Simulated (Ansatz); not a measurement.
`OB1N[SiH2]1` + H–F → `FB1N[SiH2]1` + H₂O at 500 K and 1 bar (ligand exchange at a B–O bond).

Calculated with Ansatz (gas phase, PBE0-D4/def2-TZVP geometries, no zero-point term in ΔE). CCSD(T)/CBS is the MP2 limit (def2-TZVPP, def2-QZVPP) plus CCSD(T) − MP2 in def2-TZVPP, frozen cores. This one scheme is used for every species. One conformer a species, not always the lowest.

```
      species  CCSD(T)/CBS energy (Eh)  H − E (kJ/mol)  S (J/(mol·K))
`OB1N[SiH2]1`               -446.20480           169.9          343.2
          H–F               -100.39570            39.4          188.7
`FB1N[SiH2]1`               -470.22728           135.7          334.2
          H₂O                -76.37941            73.2          206.3
```

H − E and S are ideal-gas, rigid-rotor, harmonic terms from PBE0-D4/def2-TZVP, for one conformer and one mirror image of each species. 1 Eh = 2625.50 kJ/mol, R = 8.31446 J/(mol·K).

**Question.** By hand: ΔE, ΔH, ΔS and ΔG.

**Answer.** ΔE = (-470.22728) + (-76.37941) − (-446.20480) − (-100.39570) = -0.00619 Eh = -16.3 kJ/mol. Δ(H − E) = 135.7 + 73.2 − 169.9 − 39.4 = -0.4, so ΔH = -16.7 kJ/mol. ΔS = 334.2 + 206.3 − 343.2 − 188.7 = 8.6 J/(mol·K). ΔG = -16.7 − 500 × (8.6)/1000 = -21.0 kJ/mol.

**Question.** By hand: the equilibrium constant, and the temperature at which ΔG would vanish if ΔH and ΔS stayed fixed.

**Answer.** log₁₀ K = −ΔG/(RT ln 10) = 2.2. ΔH and −TΔS have one sign here, so there is no such temperature.

The number of gas molecules stays the same, so ΔS is small and ΔH decides. A doubt of 5 kJ/mol in ΔE shifts log₁₀ K by 0.5 here. Other conformers and mirror images would add mixing entropy, several J/(mol·K) or more a flexible species. These are equilibria of isolated gas molecules and say nothing of rates. Largest T1 diagnostic: 0.014 (customary marks: 0.02 for closed shells, 0.045 for open ones).

ΔS is within the doubt of such terms, so its sign, and with it that verdict, could turn.
